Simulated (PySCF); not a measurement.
Compound: C₃H₇BGe.
Bonds: B1–Ge2, Ge2–C3, C3–C4, C4–C5 (triple). Hydrogens: H6, H7 on B1; H8, H9 on Ge2; H10, H11 on C3; H12 on C5.

Computed by this run: PySCF, PBE0-D3(BJ)/def2-SVP geometry optimisation, gas phase; density fitting, grid level 1; the optimiser is geomeTRIC in internal coordinates, started from a GFN2-xTB structure with every atom displaced at random (about 0.01 Å).

Step 0: E = -60394.3816 eV
```
atom  x, y, z in Å  |  force x, y, z in eV/Å
B1     -2.0190    0.1979    0.3189   -0.514   0.910  -0.461
Ge2    -0.5744   -1.0638   -0.1216    1.355  -0.620  -0.112
C3      1.1929   -0.3143    0.4300    0.246   0.644   0.478
C4      1.5203    0.9491   -0.2071   -0.884  -2.621   1.290
C5      1.6848    1.9846   -0.7634    0.429   1.738  -0.861
H6     -2.3842    1.0310   -0.4619   -0.033   0.095  -0.197
H7     -2.5312    0.2260    1.3688   -0.399  -0.075   0.949
H8     -0.3793   -1.4286   -1.5729   -0.067   0.018  -0.663
H9     -0.6112   -2.4001    0.5870   -0.165  -0.480   0.411
H10     1.2069   -0.1757    1.5334   -0.088  -0.131  -0.294
H11     1.9863   -1.0330    0.1981   -0.038  -0.367  -0.051
H12     1.8962    2.9072   -1.2178    0.160   0.889  -0.490
```

Step 1: E = -60394.5724 eV
```
atom  x, y, z in Å  |  force x, y, z in eV/Å
B1     -1.9668    0.2585    0.3217    0.149  -0.296  -0.073
Ge2    -0.5116   -1.1469   -0.1646   -0.127   0.047   0.070
C3      1.1971   -0.3113    0.4642   -0.121  -0.329  -0.146
C4      1.4404    0.9487   -0.1919    0.182   0.159  -0.066
C5      1.6455    1.9981   -0.7650   -0.063   0.017   0.033
H6     -2.3180    1.0822   -0.4802   -0.037   0.081  -0.064
H7     -2.4365    0.2941    1.4330    0.016   0.008   0.032
H8     -0.3741   -1.4515   -1.6805    0.001   0.061   0.194
H9     -0.6464   -2.5011    0.5935    0.001   0.190  -0.096
H10     1.1220   -0.1930    1.5534    0.011   0.030   0.111
H11     2.0056   -1.0341    0.2624    0.003   0.070   0.013
H12     1.8309    2.9367   -1.2545   -0.015  -0.038  -0.007
```

Question: Estimate the geometry and energy of step 2. (The exact step hangs on the optimiser's Hessian estimate; all steps are aligned on step 1, rigid shifts and turns removed.)

Answer: E = -60394.5828 eV, largest force 0.117 eV/Å
```
atom  x, y, z in Å  |  force x, y, z in eV/Å
B1     -1.9679    0.2508    0.3122    0.031  -0.050  -0.028
Ge2    -0.5142   -1.1382   -0.1575   -0.011   0.092   0.044
C3      1.2017   -0.3200    0.4615   -0.071  -0.091  -0.018
C4      1.4517    0.9456   -0.1905    0.088   0.015  -0.006
C5      1.6448    1.9982   -0.7611   -0.051   0.010   0.023
H6     -2.3265    1.0774   -0.4903   -0.015  -0.011  -0.001
H7     -2.4325    0.2887    1.4265   -0.003   0.010   0.008
H8     -0.3742   -1.4388   -1.6612    0.015   0.005  -0.016
H9     -0.6565   -2.4798    0.5942   -0.013   0.001   0.011
H10     1.1350   -0.2003    1.5548    0.021   0.010  -0.002
H11     2.0096   -1.0404    0.2564    0.008   0.014  -0.003
H12     1.8170    2.9368   -1.2535    0.003  -0.005  -0.013
```

The energy changes by -0.0104 eV. The first-order estimate −F·Δx gives -0.0171 eV and the mean of the old and new forces, exact on a quadratic surface, -0.0102 eV. The step makes an angle of 60° with the force vector and moves no atom by more than 0.024 Å.

What follows is the cost of the whole optimisation. Hardware: an Arm Neoverse V2 with one thread, no GPU, shared host with 96 logical CPUs at a one-minute load of 12. Cost: 81 s, 0.52 GiB resident at most.
